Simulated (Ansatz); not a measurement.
Input for Ansatz (a program for electronic structure): U-PBE0/def2-TZVPP on GeAs, 2S+1 = 4, a spin state set in the input, which need not be the lowest, a point of a bond scan (R = 2.541 Å).

Ansatz 0.2 input:
```yaml
crystal:
  periodic: [false, false, false]
  atoms:
    - {symbol: Ge, position_ang: [0.00000000, 0.00000000, 0.00000000]}
    - {symbol: As, position_ang: [0.00000000, 0.00000000, 2.54123000]}
basis:
  gaussian:
    orbitals: def2-TZVPP
    pivot_positions_ang: [[0.00000000, 0.00000000, 0.00000000], [0.00000000, 0.00000000, 2.54123000]]
hamiltonian:
  xc: {name: PBE0}
magnetization: {spin_polarized: true, initial_magnetization: 3}
output: {forces: true, orbitals: {seedname: ./end}}
```

The head of its log:

```
WARN ansatz: RAYON_NUM_THREADS=1 ignored (pool sized by the plan → 1); use --threads N
Functional definition: PBE0
integrals: 0.04 GiB planned
662 factors; integrals over basis functions are off by at most 2.8e-4 eV
mean field: 0.57 GiB planned
mean field evaluation 1: about -117342.2163 eV, gradient 8.6e0 eV
mean field evaluation 2: about -117342.3530 eV, gradient 6.8e0 eV
```

Question: Give the final energy of this run.

Answer: -4312.2554 hartree.
